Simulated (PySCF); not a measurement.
# Working out the ionisation energy of V

V [Ar] 3d3 4s2 (4F) → V⁺ [Ar] 3d4 (5D). Calculation: PySCF 2.14, in aug-cc-pwCVTZ-DK (10s9p7d4f3g, 127 functions); scalar relativity by spin-free X2C-1e. Frozen: nothing. Energies in hartree (1 hartree = 27.21139 eV):

```csv
part,V (lower),V⁺ (upper)
UHF,-948.143140,-947.916255
MP2 opposite-spin,-0.437716,-0.413092
MP2 same-spin,-0.191180,-0.210043
```

What does Hartree-Fock give?

(-947.916255) − (-948.143140) = 0.226885 hartree = 6.174 eV.

What do MP2 and SCS-MP2 (6/5 opposite-spin, 1/3 same-spin) give?

The opposite-spin parts differ by 0.670 eV and the same-spin parts by -0.513 eV. MP2: 6.174 + (0.670) + (-0.513) = 6.331 eV. SCS-MP2: 6.174 + 1.2 × (0.670) + (-0.513)/3 = 6.807 eV.

Measured between the centres of the two terms (NIST): 6.732 eV, so MP2 (all electrons) is off by -0.401 eV.

What remains against the reference includes basis incompleteness and correlation beyond second order.
